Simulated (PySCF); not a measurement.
A run for PySCF: R-HF/3-21G on H2O (SMILES O).

```python
from pyscf import gto, scf, dft, mp
from pyscf.data.elements import chemcore

mol = gto.M(
    atom='''
    O    -0.54303317    0.48212298    2.51150526
    H    -1.50476470    0.40976703    2.47299940
    H    -0.33828545    1.42099825    2.60228873
    ''',
    basis='3-21g',
    charge=0, spin=0, verbose=3, max_memory=1800)
mf = scf.RHF(mol)
mf.conv_tol = 1e-8
mf.max_cycle = 100
mf.kernel()
if not mf.converged:
    mf = mf.newton().run(mf.mo_coeff, mf.mo_occ)
```

### Question
Predict the final total energy.

### Answer
-75.5859 hartree.
